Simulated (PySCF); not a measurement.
Al(GeH3)(H)2 (AlGeH₅), SMILES [AlH2][GeH3]. Atoms are numbered in the order given.

```xyz
7

Al    -1.6874    -0.0992    -0.3988
Ge     0.7195     0.0397     0.1692
H      1.5412    -1.1764    -0.2986
H      1.3688     1.2885    -0.4639
H      0.9358     0.1714     1.6911
H     -2.6725     1.0457     0.0912
H     -2.2628    -1.3102    -1.2488
```

The structure is a stationary point at PBE0-D3(BJ)/def2-TZVP.

Calculation: PySCF with r2SCAN/def2-TZVPD.

The molecule is in vacuum.

Computed frontier levels, gap, dipole moment and polarisability:
| Property | Result |
|---|---|
| highest occupied level | -6.80 eV |
| lowest empty level | -2.55 eV |
| orbital gap | 4.24 eV |
| dipole moment | 0.38 D |
| quadrupole, principal values (traceless, Buckingham form, about the centre of nuclear charge) | -3.79, -2.76, 6.55 D·Å |
| mean static polarisability | 68.7 bohr³ (10.18 Å³) |
| polarisability, principal values | 57.2, 63.9, 85.1 bohr³ |
